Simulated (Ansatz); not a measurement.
```xyz
5

Ti    0.0000    0.0000    0.0000
Cl    1.1446    1.1446    1.1446
Cl    1.1446   -1.1446   -1.1446
Cl   -1.1446    1.1446   -1.1446
Cl   -1.1446   -1.1446    1.1446
```

Basis set: 6-31G* (spherical functions). Correlated methods keep 25 orbitals frozen. Charge 0, multiplicity 1.

Computed with Ansatz (development build ahead of 0.2.0); each method stands on the lowest determinant of its kind that the runs found. Restricted open shells among the atoms or ions are ROHF, correlated in semicanonical orbitals with singles.

(1) Give the atomization energy at this shape (free ground-state atoms in the same class of orbitals less the molecule, no zero-point energy) of singlet TiCl₄ by RHF-MP2, RHF.

Answers

(1)

```csv
method,atomization energy
RHF-MP2,14.93 eV
RHF,8.58 eV
```

Caution: no unrestricted run beside it, a lower state can exist; other spin multiplicities were not run; the shape is not the minimum.
